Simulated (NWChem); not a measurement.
Species: Si2H4OClF; SMILES F[Si@]([SiH3])(O)Cl

```xyz
9

O      1.3579     0.1081    -1.3464
Si     0.3905     0.0506    -0.0202
F      1.2770     0.3179     1.3113
Si    -0.6638    -2.0202     0.0860
Cl    -0.9870     1.5890    -0.0675
H      1.7881     0.9401    -1.5720
H      0.3544    -3.1099     0.1428
H     -1.5196    -2.1844    -1.1253
H     -1.5147    -2.0592     1.3112
```
Atoms are numbered in this order, from 1.

All runs: NWChem. STO-3G and 3-21G are far too small for this property and stand as cheap habits. Coordinates come from a PBE0/def2-SVP optimisation. GIAO values for the isolated, static molecule; σ is the absolute isotropic shielding, δ = σ(reference) − σ with the isolated reference molecule computed at the same levels (19F: trichlorofluoromethane, 1H: tetramethylsilane, 17O: water, 29Si: tetramethylsilane).

```
level                                 δ O1 (ppm)  δ Si2 (ppm)  δ F3 (ppm)  δ Si4 (ppm)  σ Cl5 (ppm)  δ H6 (ppm)  δ H7 (rotor mean) (ppm)
------------------------------------  ----------  -----------  ----------  -----------  -----------  ----------  -----------------------
KT2/pcSseg-1                                98.4         -2.7      -115.1       -111.6        793.8        2.83                     3.49
PBE0/pcSseg-1                         (withheld)   (withheld)  (withheld)   (withheld)   (withheld)        2.83                     3.50
LDA (Slater exchange, VWN5)/pcSseg-1       113.9          1.6      -105.9       -122.5        759.4        3.06                     3.65
Hartree-Fock/STO-3G                        -68.0         25.7      -147.1        -85.7       1201.2       -1.80                     1.88
```

Q: Fill in the missing entries.

A: 
- PBE0/pcSseg-1, δ O1 (ppm): 88.9
- PBE0/pcSseg-1, δ Si2 (ppm): -3.7
- PBE0/pcSseg-1, δ F3 (ppm): -102.4
- PBE0/pcSseg-1, δ Si4 (ppm): -108.2
- PBE0/pcSseg-1, σ Cl5 (ppm): 822.9
